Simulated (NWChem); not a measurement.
System: C2H5BFNO; SMILES C/N=C/B(O)F

```xyz
11

C      0.0814     2.6989    -0.0008
N     -0.3700     1.3400    -0.0029
C      0.4900     0.4023     0.0044
B      0.0288    -1.0999     0.0008
O      0.9623    -2.0732    -0.0024
F     -1.2615    -1.4246     0.0009
H     -0.3437     3.2193     0.8735
H      1.1843     2.8141     0.0100
H     -0.3258     3.2159    -0.8857
H      1.5804     0.6279     0.0128
H      0.5776    -2.9576    -0.0047
```
Atoms are numbered in this order, from 1.

Program: NWChem. The geometry was optimised at PBE0/def2-SVP.

What does the run give for B97-2/def2-SVP? Quantities: highest occupied level (eV); orbital gap (eV); dipole (D).


| Property | Result |
|---|---|
| highest occupied level (eV) | -6.83 |
| orbital gap (eV) | 5.63 |
| dipole (D) | 1.35 |
